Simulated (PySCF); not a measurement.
**TiO2, singlet: molecular constants**

Computed with PySCF, B3LYP, basis Ti def2-TZVP, O def2-TZVP (no relativity, density fitting).

The structure is a minimum.

```xyz
3
charge 0 multiplicity 1, angstrom
Ti    0.0000    0.0000   -0.3676
O     1.3601    0.0000    0.5505
O    -1.3601    0.0000    0.5505
```

```
Point group                                                                   : C2v
Bond lengths                                                                  : Ti–O 1.641 Å (×2)
Bond angles                                                                   : O–Ti–O 112.0°
Entropy at 298.15 K and 1 bar                                                 : 258.5 J/(mol K)
Dipole moment                                                                 : 6.77 D
Lowest empty level                                                            : -3.19 eV
Principal polarisabilities                                                    : 18.5, 24.2, 46.1 bohr³
Principal quadrupole moments (Buckingham, traceless) about the centre of mass : -13.64, 6.13, 7.51 D Å
Atomisation energy without zero-point energy                                  : 1246 kJ/mol
Heat capacity Cp at 298.15 K                                                  : 43.0 J/(mol K)
Rotational symmetry number                                                    : 2
Zero-point energy                                                             : 14.1 kJ/mol
Rotational constants                                                          : 1.042, 0.2848, 0.2237 cm⁻¹
Enthalpy at 298.15 K above 0 K                                                : 11.06 kJ/mol
Highest occupied level                                                        : -7.04 eV
```

Harmonic modes (masses in u: Ti 47.948, O 15.995):
```
symmetry  ω (cm⁻¹)  IR (km/mol)  μ (u)     type
      a1       346         14.1  18.39     bend
      b2       987          432  20.23  stretch
      a1      1030         38.5  18.52  stretch
```

In C2v the vibrations span 2a1 + b2. Here b1 is antisymmetric to the molecular plane and b2 lies in it.

Charges (e):
| atom | Mulliken | Löwdin | polar tensor | Mayer order to Ti1 |
| --- | --- | --- | --- | --- |
| Ti1 | 1.17 | 0.56 | 1.81 | – |
| O2,3 | -0.59 | -0.28 | -0.91 | 2.10 |

Mulliken populations on Ti1: s 6.05, p 12.22, d 2.52, f 0.04.

Formally Ti is in oxidation state +4, d0. A d0 centre has no lone pair, yet it is C2v rather than linear: covalent bonding through the d orbitals favours lower symmetry. The polar-tensor charge on Ti, 1.81, is far below the formal one.

Only a few start shapes were tried, so a lower isomer may exist.

The final relaxation and frequency run took 21 s on 2 threads of a shared Arm Neoverse V1 host, with 107 basis functions and 9 gradients; the process peaked at 0.98 GiB. Launch command: `OMP_NUM_THREADS=2 python axn.py task.json out`.
